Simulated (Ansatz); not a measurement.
Basis-set extrapolation for CH₄ClNOSSi, SMILES `N[Si]1(Cl)OCS1` (PBE0-D4/def2-TZVP geometry, frozen core, the Gaussian-basis code of Ansatz). Multiplicity 1, RHF reference.

```
                       def2-TZVPP    def2-QZVPP
                 HF  -1315.733378  -1315.774583
    MP2 correlation     -1.083443     -1.173936
CCSD(T) correlation     -1.177604       not run
```

Energies in hartree. Use E(X) = E(∞) + A·exp(−7.88·√X) for Hartree–Fock and E(X) = E(∞) + B·X^(−2.97) for correlation, with X = 3 and 4, and add CCSD(T) minus MP2 of the smaller set to the MP2 limit.

Question: What is the CCSD(T) energy at the basis-set limit?

Answer: HF limit: -1315.774583 + (-0.041205) × 0.13774 = -1315.78026. MP2 limit: -1.173936 + (-0.090493) × 0.74074 = -1.24097. Higher-order term: -1.177604 − (-1.083443) = -0.09416. Total: -1317.11539 hartree, 5.56 eV below CCSD(T)/def2-TZVPP.
